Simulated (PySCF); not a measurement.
**Dipole moment and polarisability of tetrahydropyran-4-one**

Species: tetrahydropyran-4-one, C5H8O2.
Cartesian coordinates in Å at the GFN2-xTB level; atoms count from 1:
```xyz
15
C5H8O2 angstrom
O      1.024   -1.912    1.119
C      0.651   -1.083    0.330
C      1.396    0.198    0.038
C      0.439    1.384    0.254
O     -0.726    1.260   -0.519
C     -1.460    0.110   -0.186
C     -0.648   -1.174   -0.436
H      1.719    0.190   -1.004
H      2.268    0.288    0.686
H      0.910    2.319   -0.056
H      0.182    1.451    1.323
H     -1.767    0.146    0.870
H     -2.352    0.128   -0.815
H     -1.214   -2.051   -0.124
H     -0.426   -1.247   -1.502
```

Level: CAM-B3LYP/def2-SVPD (PySCF), static field, nuclei fixed, core orbitals frozen in the response. The polarisability tensor in these axes (au):

```
x   65.23  0.43  4.53
y    0.43 67.15 -3.59
z    4.53 -3.59 57.46
```

Task: What are the eigenvalues, a third of the trace, and Δα (Δα² = ½Σ(αi − αj)² over the three pairs)?

Result: Principal values 54.44, 66.57 and 68.84 au; mean 63.28 au = 9.38 Å³ = 10.43 × 10⁻⁴⁰ C²·m²/J; Δα = 13.41 au (21 % of the mean).

Task: What is the dipole moment, and where does it point?

Result: (-0.66, 1.38, -1.15) D, 1.92 D in size, pointing from the negative to the positive side. Measured along this direction, the outermost atoms are O1 at the negative end and O5, H13 and H10 at the positive end.

Task: Give the eigenvalues of the traceless quadrupole moment Θ = ½Σq(3rr − r²1), origin at the centre of nuclear charge.

Result: -16.86, 6.02, 10.84 D·Å. The values depend on the origin, since the dipole doesn't vanish. The electronic extent ⟨r²⟩ about the same centre is 688 bohr², a root-mean-square distance of 1.89 Å for the 54 electrons.

Task: Rayleigh depolarisation ratio (linearly polarised light, static tensor)?

Result: ρ = 3Δα²/(45ᾱ² + 4Δα²) = 539.2/(180204 + 719.0) = 0.00298.

Task: Find the Langevin capture rate constant for H3+ (3.023 u) meeting this molecule (100.052 u), k = 2.342 × 10⁻⁹ cm³/s × √(α in Å³ / reduced mass in u).

Result: The reduced mass is 2.93 u, so k = 4.19 × 10⁻⁹ cm³/s. The formula leaves out the permanent dipole, which adds to the capture rate.

Isolated species at its GFN2-xTB geometry (one conformer only).
